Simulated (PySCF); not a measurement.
How methods differ on the excitation energy of B⁺

B⁺ [He] 2s2 (1S) → B⁺ [He] 2s1 3d1, s spin flipped, as a difference of total energies. Calculation: PySCF 2.14, in aug-cc-pVDZ-DK; scalar relativity by spin-free X2C-1e. Correlated levels: valence: 1s2 frozen. The calculations carry no spin-orbit coupling.

```csv
method,excitation energy (eV)
UHF,17.934
LDA,18.217
PBE,18.001
PBE0,18.151
r2SCAN,17.693
TPSSh,18.091
B3LYP,18.138
PBEsol,17.922
HSE06,18.134
MP2 (valence),18.639
SCS-MP2 (valence),18.780
```

**Question.** How much does correlation contribute at MP2 (valence)?

**Answer.** 18.639 − (17.934) = 0.705 eV, measured against UHF.

The upper determinant mixes two multiplicities, so it lies between the two terms.

The promoted electron is Rydberg-like, and one or two diffuse shells describe it only roughly, which tends to raise the upper state.
